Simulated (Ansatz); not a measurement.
Computed with Ansatz on PBE0-D4/def2-TZVP structures; ΔE is electronic, products minus reactants. CBS: MP2 limit from def2 TZ/QZ plus the TZ coupled-cluster correction, frozen cores. This one scheme is used for every species. DFT in def2-TZVPP. B3LYP here is the variant with VWN-RPA as its local correlation; programs differ in this. For Br outer-core shells are correlated without core-valence functions, which leaves a few kJ/mol of doubt a bond. Scalar relativity is left out up to krypton. Each species was taken in one conformer, which may not be the lowest.

Consider the silylene formation by 1,1-elimination: `C=N[SiH](O)Br` → `C=N` + `O[Si]Br`.

```csv
level,ΔE (eV)
B3LYP,1.61
CCSD(T)/def2-TZVPP,1.84
```

Problem. What does CCSD(T)/CBS give? (Estimate.)

Solution. The calculation gave: +1.90 eV. The listed levels differ from it by -0.29, -0.06 eV.

Largest T1 diagnostic among the species: 0.012.

From PBE to PBE0 (25 % exact exchange), in def2-TZVPP and without D4, ΔE moves by +0.21 eV. The D4 term adds +0.16 eV with B3LYP and +0.09 eV with PBE0; it sums over pairs of atoms, weighted by their polarisabilities, and B3LYP, whose exchange is more repulsive, gets the larger term.
